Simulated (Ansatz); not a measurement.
Single points on Zn₁₂S₁₂ (started as a model of: (ZnS)12 cage of four- and six-membered rings).

```yaml
crystal:
  periodic: [false, false, false]
  atoms:
    - {symbol: S, position_ang: [-3.432136, -0.806640, 1.489525]}
    - {symbol: S, position_ang: [-2.513797, 2.611040, 1.229536]}
    - {symbol: S, position_ang: [0.158226, 3.336430, -1.868646]}
    - {symbol: S, position_ang: [-2.930751, 0.606171, -2.385590]}
    - {symbol: S, position_ang: [0.179804, -0.338037, -3.808314]}
    - {symbol: S, position_ang: [-1.597326, -3.196178, -1.371784]}
    - {symbol: S, position_ang: [-0.157949, -3.336488, 1.868543]}
    - {symbol: S, position_ang: [-0.179905, 0.337794, 3.808285]}
    - {symbol: S, position_ang: [1.597094, 3.196226, 1.371963]}
    - {symbol: S, position_ang: [2.930829, -0.605988, 2.385580]}
    - {symbol: S, position_ang: [2.513759, -2.611046, -1.229755]}
    - {symbol: S, position_ang: [3.432101, 0.806638, -1.489460]}
    - {symbol: Zn, position_ang: [-3.075566, 0.815020, -0.149000]}
    - {symbol: Zn, position_ang: [-1.926966, 0.703090, 2.436672]}
    - {symbol: Zn, position_ang: [-0.502787, 3.124793, 0.358432]}
    - {symbol: Zn, position_ang: [-0.790681, 1.476359, -2.709267]}
    - {symbol: Zn, position_ang: [-1.523672, -1.250785, -2.501828]}
    - {symbol: Zn, position_ang: [-1.979497, -2.371429, 0.776609]}
    - {symbol: Zn, position_ang: [0.502708, -3.124774, -0.358668]}
    - {symbol: Zn, position_ang: [0.790939, -1.476413, 2.709253]}
    - {symbol: Zn, position_ang: [1.523502, 1.250819, 2.501965]}
    - {symbol: Zn, position_ang: [1.979642, 2.371473, -0.776260]}
    - {symbol: Zn, position_ang: [1.927006, -0.702981, -2.436769]}
    - {symbol: Zn, position_ang: [3.075413, -0.815093, 0.148988]}
basis:
  gaussian: {orbitals: def2-TZVP, fitting: {mean_field: def2-universal-jkfit}, initial_orbitals: start.molden}
hamiltonian: {xc: pbe, dispersion: d4}
scf: {omitted_lower_state_checks: [starts]}
output: {orbitals: {seedname: orbitals}}
```

The file start.molden holds the orbitals of an earlier run on this structure, at another level or in another basis.

```sh
$ ansatz run in.yaml --threads 4 --pin off --events-out ev --progress --plain --max-ram 46080MiB --backend cuda --devices 0, --max-vram 37GiB
```

It prints (some lines left out):

```
Functional definition: PBE
4704 factors; integrals over basis functions are off by at most 2.6e-1 eV
mean field evaluation 1: about -710933.5809 eV, gradient 4.4e2 eV
mean field evaluation 2: about -710953.8553 eV, gradient 2.9e1 eV
mean field evaluation 4: about -710957.0938 eV, gradient 3.7e-2 eV
mean field evaluation 8: about -710957.0958 eV, gradient 2.0e-5 eV
mean field -710957.09576367 eV, -26127.1913652870 hartree, gradient 2.0e-5 eV, S^2 0.000000; 0 other end points of the search recorded, 0 dependent functions left out
reference -710957.09584356 eV, -26127.1913682229 hartree; 276, 276 occupied and 744, 744 virtual orbitals, 4704 factors
Total energy: -710960.04415804 eV, -26127.2997167816 hartree
Checks for a lower state left out: starts
```

It took 7.5 s on 4 threads of AMD EPYC 7R13 on a shared host and a share (37 GiB) of an NVIDIA H100 80GB HBM3, peak host memory 1.4 GiB.

Geometry: PBE-D4/def2-SVP.

Single mean-field runs in def2-TZVP are fitted with def2-universal-jkfit.
